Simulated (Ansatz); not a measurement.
Reaction (formal exchange of groups at a Ga–N bond): `C[NH][GaH][CH2]F` + `[SnH4]` → `F[CH2][GaH][SnH3]` + CH₃NH₂

Calculated with Ansatz (gas phase, PBE0-D4/def2-TZVP geometries, no zero-point term in ΔE). CCSD(T)/CBS is the MP2 limit (def2-TZVPP, def2-QZVPP) plus CCSD(T) − MP2 in def2-TZVPP, frozen cores. Functionals use def2-TZVPP. Elements past krypton have def2 core potentials. For Ga, Sn outer-core shells are correlated without core-valence functions, which leaves a few kJ/mol of doubt a bond. Scalar relativity is left out up to krypton. One conformer a species, not always the lowest.

| level | ΔE (kcal/mol) |
| --- | --- |
| PBE | -2.3 |
| r2SCANh | -0.9 |
| LC-ωPBE | 0.2 |
| HF/def2-QZVPP | -1.4 |

(1) What does CCSD(T)/CBS give? (Best estimate.)

(2) What do rigid-rotor, harmonic-oscillator terms from PBE0-D4/def2-TZVP frequencies (298.15 K, 1 bar) make of the CCSD(T)/CBS value? (An estimate is asked.)

Largest T1 diagnostic among the species: 0.014.

Answers

(1) Ansatz gave: -0.8 kcal/mol. The listed levels differ from it by -1.5, -0.1, 1.0, -0.6 kcal/mol.

(2) The calculation gave: ΔZPE = +2.2 kcal/mol, ΔH = +1.7 kcal/mol, ΔS = 40 J/(mol·K), ΔG = -1.2 kcal/mol. Modes under 50 cm⁻¹ make the entropy rough.

Leaving LDA and LC-ωPBE aside and taking each functional with its dispersion term where it has one, the values, not all of them listed here, spread over 4.3 kcal/mol, from HSE06-D4 to B97M-V. LDA lies +3.4 kcal/mol from PBE without D4. At CCSD(T), def2-SVP lies +5.0 kcal/mol from the extrapolated value and def2-TZVPP +1.8 kcal/mol. In def2-TZVPP, CCSD(T) changes the Hartree–Fock value by +2.5 kcal/mol (the triples alone add +0.6 kcal/mol) and MP2 by +2.4 kcal/mol.
